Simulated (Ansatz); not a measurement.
Reaction (cleavage of the Al–Si bond): `[OH][Al]([F])[SiH3]` + H₂Te → `[OH][Al]([F])[TeH]` + SiH₄

Calculated with Ansatz (gas phase, PBE0-D4/def2-TZVP geometries, no zero-point term in ΔE). CBS: MP2 limit from def2 TZ/QZ plus the TZ coupled-cluster correction, frozen cores. This one scheme is used for every species. def2 core potentials past Kr. For Te outer-core shells are correlated without core-valence functions, which leaves a few kJ/mol of doubt a bond. One conformer a species, not always the lowest.

```
              species  HF/def2-SVP energy (Eh)
`[OH][Al]([F])[SiH3]`               -707.30188
                 H₂Te               -268.14024
 `[OH][Al]([F])[TeH]`               -684.32916
                 SiH₄               -291.15391
```

Task: Work out ΔE.

Result: ΔE = (-684.32916) + (-291.15391) − (-707.30188) − (-268.14024) = -0.04095 Eh = -107.5 kJ/mol. CCSD(T)/CBS gives -104.8 kJ/mol.

Largest T1 diagnostic among the species: 0.013.

Leaving LDA and LC-ωPBE aside and taking each functional with its dispersion term where it has one, the values, not all of them listed here, spread over 15.9 kJ/mol, from BHLYP-D4 to PBE-D4. At CCSD(T), def2-SVP lies +8.3 kJ/mol from the extrapolated value and def2-TZVPP +5.0 kJ/mol. From PBE to PBE0 (25 % exact exchange), in def2-TZVPP and without D4, ΔE moves by −6.2 kJ/mol.
